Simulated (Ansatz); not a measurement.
A single point on `O[SiH2]/C=C/[SiH3]`.

```yaml
crystal:
  periodic: [false, false, false]
  atoms:
    - {symbol: O, position_ang: [-2.380510, -0.692497, 1.154206]}
    - {symbol: Si, position_ang: [-2.093777, 0.307498, -0.124146]}
    - {symbol: C, position_ang: [-0.271412, 0.427299, -0.486247]}
    - {symbol: C, position_ang: [0.664604, -0.137990, 0.284281]}
    - {symbol: Si, position_ang: [2.492431, -0.035169, -0.059998]}
    - {symbol: H, position_ang: [-2.322394, -1.635895, 0.999712]}
    - {symbol: H, position_ang: [-2.639020, 1.632458, 0.260122]}
    - {symbol: H, position_ang: [-2.794464, -0.173180, -1.349509]}
    - {symbol: H, position_ang: [0.047204, 0.982791, -1.370752]}
    - {symbol: H, position_ang: [0.334875, -0.684680, 1.169692]}
    - {symbol: H, position_ang: [3.072829, -1.396201, -0.224082]}
    - {symbol: H, position_ang: [3.204733, 0.624366, 1.067980]}
    - {symbol: H, position_ang: [2.705402, 0.746399, -1.306457]}
basis:
  gaussian: {orbitals: def2-TZVPP}
hamiltonian: {xc: pbe}
correlation: {method: rpa}
```

```sh
$ ansatz run in.yaml --threads 4 --pin off --events-out ev --progress --plain
```

Output, abridged:

```
Functional definition: PBE
1681 factors; integrals over basis functions are off by at most 9.8e-4 eV
mean field evaluation 1: about -19981.4959 eV, gradient 8.3e1 eV
mean field evaluation 2: about -19981.4843 eV, gradient 8.3e1 eV
mean field evaluation 4: about -19994.8495 eV, gradient 2.1e1 eV
mean field evaluation 8: about -19995.8139 eV, gradient 4.4e-1 eV
mean field evaluation 16: about -19995.8140 eV, gradient 1.8e-4 eV
mean field -19995.81395044 eV, -734.8326090292 hartree, gradient 1.4e-6 eV, S^2 0.000000; 0 other end points of the search recorded, 0 dependent functions left out
13 core orbitals not correlated: weight in the atoms' cores, before any rotation towards them, 1.000 or more for the frozen orbitals, at most 0.000 for the correlated occupied ones
reference -19950.61694630 eV, -733.1716497626 hartree; 15, 15 occupied and 261, 261 virtual orbitals, 1681 factors
Total energy: -19988.63839969 eV, -734.5689124028 hartree
```

Run time 6 s (4 threads of a server CPU on a shared host); peak host memory 0.75 GiB.
